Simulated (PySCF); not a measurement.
C3H7O, SMILES [CH2]COC, multiplicity 2. Atoms are numbered in the order given.

```xyz
11

C      1.4195    -0.0658     0.8139
C      0.6275    -0.5759    -0.3435
O     -0.4061     0.2983    -0.7544
C     -1.4697     0.3774     0.1656
H      1.9881    -0.7494     1.4509
H      1.6017     1.0096     0.9033
H      1.2760    -0.6913    -1.2356
H      0.2230    -1.5868    -0.1189
H     -1.1405     0.7506     1.1548
H     -2.2090     1.0759    -0.2505
H     -1.9541    -0.6091     0.3151
```
Charge 0, spin multiplicity 2.

Geometry optimised at TPSSh-D3(BJ)/def2-SVP. The isomer is the one that the SMILES or the coordinates give; other isomers of the formula were not compared. Other conformers were not sampled.

These are PySCF with PBE0/def2-TZVP values and carry that method's errors.

ESP charges are fitted to the potential on shells at 1.4 to 2.0 van der Waals radii. Atomic charges (e):

| atom | Löwdin | ESP fit | Mulliken | Mulliken spin |
|---|---|---|---|---|
| C1 | -0.19 | -0.44 | -0.33 | 1.08 |
| C2 | -0.39 | 0.22 | -0.01 | -0.08 |
| O3 | 0.14 | -0.32 | ? | 0.00 |
| C4 | -0.37 | -0.20 | -0.23 | 0.01 |
| H5 | 0.11 | 0.14 | 0.13 | -0.05 |
| H6 | 0.12 | 0.18 | 0.14 | -0.04 |
| H7 | 0.14 | 0.05 | ? | 0.06 |
| H8 | 0.13 | 0.05 | ? | 0.02 |
| H9 | 0.10 | 0.10 | ? | 0.00 |
| H10 | 0.11 | 0.13 | ? | 0.00 |
| H11 | 0.10 | 0.09 | ? | 0.00 |

**Question.** Complete the blanks. (Estimate from the structure and the level; the computed values follow.)

**Answer.** 
- O3, Mulliken: -0.28
- H7, Mulliken: 0.12
- H8, Mulliken: 0.09
- H9, Mulliken: 0.12
- H10, Mulliken: 0.13
- H11, Mulliken: 0.11

**Question.** Give the Mayer and Wiberg (Löwdin basis) orders of the bonds. (The exact figures need the calculation; the answer reports its results.)

**Answer.** 
| bond | Mayer | Wiberg |
|---|---|---|
| C1–C2 | 1.04 | 1.45 |
| C2–O3 | 1.01 | 1.48 |
| O3–C4 | 0.99 | 1.53 |
| C1–H5 | 0.95 | 0.94 |
| C1–H6 | 0.96 | 0.94 |
| C2–H7 | 0.94 | 0.85 |
| C2–H8 | 0.96 | 0.86 |
| C4–H9 | 0.96 | 0.93 |
| C4–H10 | 0.97 | 0.94 |
| C4–H11 | 0.97 | 0.93 |
